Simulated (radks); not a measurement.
Results of a calculation; reference values are marked as such.
All-electron atom: Pr LII in [He] 2s2 2p4 (the NIST ground configuration).

Code: a radial shooting solver on a logarithmic mesh with Libxc functionals. Model: scalar-relativistic Kohn-Sham, BLYP, spin-polarised, spherical densities, finite nucleus; open shells are filled with parallel spins first (spin-orbit coupling, left out, can overturn this in heavy ions); Fermi nuclear charge, rms radius 4.8919 fm.

Energy parts (Ry):
total: -12055.7565
kinetic: 13069.0367
electron-nucleus: -25794.6680
Hartree: 842.0720
exchange-correlation: -172.1972

Orbitals (lengths in bohr, moments of r in powers of bohr; r(max) is where P^2 peaks; r(90%) holds 90 % of the orbital's charge):
1s up: occ. 1; eigenvalue (Ry) -3391.256; <r^4> 1.628e-06; r(90%) 0.0434; r(max) 0.01540
1s down: occ. 1; eigenvalue (Ry) -3389.407; <r^4> 1.625e-06; r(90%) 0.0433; r(max) 0.01540
2s up: occ. 1; eigenvalue (Ry) -778.6919; <r^4> 0.0002317; r(90%) 0.154; r(max) 0.08570
2s down: occ. 1; eigenvalue (Ry) -775.7107; <r^4> 0.0002332; r(90%) 0.154; r(max) 0.08578
2p up: occ. 3; eigenvalue (Ry) -732.8348; <r^4> 0.0001629; r(90%) 0.141; r(max) 0.06858
2p down: occ. 1; eigenvalue (Ry) -729.2781; <r^4> 0.0001644; r(90%) 0.141; r(max) 0.06868

The highest occupied level is 2p down at -9922.3 eV. Spin moment in Bohr magnetons: 2. Summed over all electrons, <r^2> = 0.06192 bohr^2, which gives a Langevin (diamagnetic) susceptibility term of -0.049 x 10^-6 cm^3/mol. The density falls to 0.001 e/bohr^3 at r = 0.38 bohr. The spin density at the nucleus is -55.5 e/bohr^3 (1s -167.4, 2s 111.9). The electron density at the nucleus is 4.258e+05 e/bohr^3 (large components only).
